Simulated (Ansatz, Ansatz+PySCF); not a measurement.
Two shapes of singlet Be₆.

Shape 1:

```xyz
6

Be    2.1000    0.0000    0.0000
Be    1.0500    1.8187    0.0000
Be   -1.0500    1.8187    0.0000
Be   -2.1000    0.0000    0.0000
Be   -1.0500   -1.8187    0.0000
Be    1.0500   -1.8187    0.0000
```

Shape 2:

```xyz
6

Be    2.0370    0.0000    0.0000
Be    1.0185    1.7641    0.0000
Be   -1.0185    1.7641    0.0000
Be   -2.0370    0.0000    0.0000
Be   -1.0185   -1.7641    0.0000
Be    1.0185   -1.7641    0.0000
```

Basis set: 6-31G (spherical functions). All electrons are correlated. Charge 0, multiplicity 1.

Computed with Ansatz (development build ahead of 0.2.0); each method stands on the lowest determinant of its kind that the runs found.

Question: Which shape is lower in energy, and by how much in each method?

Answer:

```
 method  E(2) − E(1) (eV)
    RHF             0.264
RHF-MP2             0.255
```

Shape 1 is lower.
